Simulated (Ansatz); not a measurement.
Input file for Ansatz (an electronic-structure program): U-B97M-V/def2-TZVPP on Rh, 2S+1 = 4, a spin state set in the input, which need not be the lowest. Elements past Kr take the def2 small-core potentials; no spin–orbit coupling.

Ansatz 0.2 input:
```yaml
crystal:
  periodic: [false, false, false]
  atoms:
    - {symbol: Rh, position_ang: [0.00000000, 0.00000000, 0.00000000]}
basis:
  gaussian:
    orbitals: def2-TZVPP
hamiltonian:
  xc: {name: B97M-V}
magnetization: {spin_polarized: true, initial_magnetization: 3}
scf: {lower_state_search: full}
```

The head of its log:

```
Functional definition: B97M-V
[...]
integrals: 0.02 GiB planned
345 factors; their error is unknown
mean field: 0.22 GiB planned
mean field evaluation 1: about -3002.6753 eV, gradient 2.7e1 eV
mean field evaluation 2: about -2990.6315 eV, gradient 6.3e1 eV
```

Task: Predict the final total energy.

Result: -110.4875 hartree.
